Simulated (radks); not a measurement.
Spherical jellium clusters: N electrons in a uniform positive sphere of charge N and radius rs N^(1/3), rs = 5.49 bohr. Calculated with a radial shooting solver with Libxc functionals: non-relativistic Kohn-Sham, LDA (Slater exchange, Perdew-Wang correlation), spin-polarised, spherical densities. Levels are named by radial order and angular momentum (1s, 1p, 1d, 2s, ...), and open shells are averaged over m.

N = 21, configuration 1s2 1p6 1d10 2s2 1f(up 1, down 0). This is the lowest configuration that the search found. Occupied and some empty levels:

level,occupation,eigenvalue (eV),<r> (bohr)
1s up,1,-3.4991,9.971
1s down,1,-3.4676,9.869
1p up,3,-3.1487,11.22
1p down,3,-3.1092,11.17
1d up,5,-2.6556,12.13
1d down,5,-2.6120,12.11
2s up,1,-2.2241,9.259
2s down,1,-2.2069,9.309
1f up,1,-2.0481,12.92
1f down,0,-2.0031,12.93
2p up,0,-1.5051,11.32
2p down,0,-1.4851,11.33
1g up,0,-1.3497,13.70
1g down,0,-1.3054,13.73
2d up,0,-0.81506,13.64
2d down,0,-0.79381,13.68

Energy (eV): total -37.7919, kinetic 20.477, external -946.94, Hartree 472.19, exchange-correlation -58.883, background 475.37.

Electron density:

r (bohr),n(r) (e/bohr^3)
1.67,0.001989
3.46,0.001670
5.25,0.001392
7.04,0.001369
8.83,0.001582
10.6,0.001723
12.4,0.001432
14.2,0.0007903
16.0,0.0002818
17.8,0.00007435
19.6,0.00001679
21.4,3.467e-06
23.2,6.837e-07
